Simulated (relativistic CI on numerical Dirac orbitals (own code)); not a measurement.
**Ru³⁺: resonant inelastic scattering at the L2,3 edge**

Computed with this model: Dirac-Coulomb-Breit CI, separate exchange-only KLI orbitals for each configuration, QED by a radiative potential, valence Slater integrals scaled by 0.9, Kramers-Heisenberg scattering through one core-hole configuration in a parametric crystal field; configurations [Kr] 4d5 → [He] 2s2 2p5 3s2 3p6 3d10 4s2 4p6 4d6; 80 K; core-hole width 1.6 eV; summed over polarisations. Incident energies are the highest absorption maxima for each field (at most a few, so the weaker spin-orbit partner edge can be absent), on the computed scale of the free ion. Intensities are in per cent of the strongest line above 0.02 eV; levels within 1 cm⁻¹ are merged; final levels count from the ground level, the first row holds all elastic scattering, lines under 0.4 are left out and each table stops after 24 rows. The scale of the Slater integrals is a model choice and moves the terms in proportion.

Field parameters in Wybourne normalisation: Td as Oh with Dq negative (B⁴₀ = 21Dq, B⁴₄ = √(5/14) B⁴₀). The field is a parameter set, without covalency.

S is read from ⟨S²⟩ = S(S + 1).

Td, 10Dq = -2650 cm⁻¹:

```tsv
Final level (eV)	Degeneracy	Irrep	S	2843.1 eV	2972.4 eV
0.000	6	Γ7+Γ8	2.49	2916.1	498.5
2.869	4	Γ8	1.48	10.9	4.9
2.886	2	Γ6	1.50	3.1	5.7
2.889	2	Γ7	1.49	11.5	5.8
2.896	4	Γ8	1.49	21.5	13.3
3.002	2	Γ6	1.49	0.9	4.5
3.004	4	Γ8	1.49	1.3	9.0
3.009	2	Γ7	1.48	1.0	0.6
3.013	4	Γ8	1.49	2.7	4.8
3.037	4	Γ8	1.49	3.1	5.1
3.040	2	Γ7	1.49	2.1	2.0
3.044	2	Γ6	1.49	1.1	2.3
3.052	4	Γ8	1.50	7.2	11.4
3.495	2	Γ7	1.48	30.5	18.4
3.498	4	Γ8	1.48	58.7	39.2
3.536	4	Γ8	1.49	19.7	6.7
3.615	2	Γ6	1.50	8.0	3.6
3.655	2	Γ7	1.49	34.0	43.8
3.720	4	Γ8	1.49	69.0	100.0
3.758	2	Γ6	1.49	35.6	53.5
3.819	2	Γ6	1.50	2.1	3.1
3.875	4	Γ8	1.49	24.5	25.4
3.891	2	Γ7	1.48	23.1	22.4
3.894	4	Γ8	1.48	25.6	26.5
```

Td, 10Dq = -6000 cm⁻¹:

```tsv
Final level (eV)	Degeneracy	Irrep	S	2843.2 eV	2972.5 eV
0.000	6	Γ7+Γ8	2.49	4238.3	709.0
2.520	4	Γ8	1.48	26.7	10.2
2.536	2	Γ6	1.50	6.7	7.1
2.539	2	Γ7	1.48	26.1	10.0
2.552	4	Γ8	1.49	41.6	18.0
2.883	2	Γ6	1.49	1.3	8.3
2.888	4	Γ8	1.49	2.4	21.7
2.906	4	Γ8	1.48	14.7	10.9
2.928	2	Γ7	1.48	8.5	2.5
3.029	4	Γ8	1.48	8.1	6.8
3.034	2	Γ7	1.49	6.0	4.6
3.042	2	Γ6	1.49	4.5	7.4
3.048	4	Γ8	1.49	15.4	16.4
3.450	2	Γ7	1.45	32.5	41.0
3.474	4	Γ8	0.82	11.6	17.6
3.534	4	Γ8	1.36	42.2	44.7
3.582	4	Γ8	1.48	45.9	31.3
3.632	2	Γ6	1.49	14.7	20.1
3.646	2	Γ7	1.04	14.4	12.2
3.697	2	Γ7	1.16	18.0	21.0
3.728	4	Γ8	1.47	70.8	100.0
3.755	2	Γ6	1.46	42.2	57.1
3.922	2	Γ6	0.59	2.0	2.3
3.981	2	Γ6	1.49	9.2	11.2
```

Td, 10Dq = -9350 cm⁻¹:

```
Final level (eV)  Degeneracy  Irrep     S  2843.3 eV  2972.6 eV
           0.000           6  Γ7+Γ8  2.49     6240.4      991.5
           2.126           4     Γ8  1.44       48.8       15.3
           2.146           2     Γ7  1.46       40.7       11.7
           2.151           2     Γ6  1.50       11.2        9.4
           2.171           4     Γ8  1.49       54.7       19.0
           2.638           4     Γ8  1.28       27.3       19.1
           2.675           2     Γ6  1.49        5.5       14.7
           2.684           4     Γ8  1.49       12.6       36.5
           2.711           2     Γ7  1.48       24.0        9.0
           2.826           4     Γ8  0.95       10.8        4.8
           2.974           2     Γ7  0.79        2.8        1.5
           3.017           4     Γ8  1.46       17.5       14.9
           3.034           2     Γ6  1.46       11.9       17.8
           3.038           2     Γ7  1.36       10.9       11.1
           3.047           4     Γ8  1.49       29.8       33.8
           3.328           2     Γ7  1.37       29.3       48.0
           3.447           4     Γ8  1.49       60.7      100.0
           3.512           4     Γ8  1.45       68.9       47.4
           3.532           2     Γ6  1.26       25.8       37.4
           3.574           2     Γ6  0.94        6.1        3.1
           3.646           4     Γ8  0.78       12.2       15.7
           3.685           2     Γ7  0.77        5.4        7.6
           3.690           2     Γ7  1.29       24.6       28.0
           3.759           4     Γ8  1.24       59.0       80.7
```

For the first field the strongest loss at the lowest incident energy is the level at 3.72 eV (S = 1.49, against 2.49 in the thermal ground state). Levels of other spin, the first over 8 % at 2.87 eV, appear because spin-orbit coupling of the core hole, and in heavier ions of the valence shell too, mixes spins.
